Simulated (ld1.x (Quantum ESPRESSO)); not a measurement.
## An all-electron radial function and its pseudo partner (hydrogen (H))

Columns: radius, all-electron u(r) and pseudo u(r) of the 1s shell (level -6.49 eV) of hydrogen in the configuration 1s1; PBE, scalar-relativistic, ultrasoft scheme, ld1.x (Quantum ESPRESSO) 7.5.

```
r (bohr)  all-electron  pseudo
   0.070        0.1252  0.0859
   0.140        0.2332  0.1703
   0.210        0.3257  0.2514
   0.280        0.4043  0.3281
   0.350        0.4706  0.3989
   0.420        0.5261  0.4630
   0.490        0.5718  0.5196
   0.560        0.6090  0.5682
   0.630        0.6387  0.6087
   0.700        0.6618  0.6413
   0.770        0.6791  0.6663
   0.840        0.6913  0.6842
   0.910        0.6991  0.6958
   0.980        0.7030  0.7020
   1.050        0.7035  0.7036
   1.120        0.7011  0.7016
   1.190        0.6963  0.6966
   1.260        0.6892  0.6893
   1.330        0.6803  0.6804
   1.400        0.6699  0.6699
   1.470        0.6582  0.6582
   1.540        0.6454  0.6454
   1.610        0.6317  0.6317
   1.680        0.6172  0.6172
   1.750        0.6022  0.6022
   1.820        0.5868  0.5868
```

Question: How many radial nodes do the two functions have?

Answer: The all-electron 1s function has n − l − 1 = 0; the pseudo-wave has 0.

Question: At about which radius was the pseudo-wave matched?

Answer: 1.40 bohr. The columns agree to 0.0005 from 1.19 bohr on; several derivatives are matched, so the curves merge somewhat inside the radius.

Question: Is the pseudo-wave norm-conserving?

Answer: No, it belongs to an ultrasoft set: the norm inside the radius is not constrained, and the difference is carried by the augmentation charge.
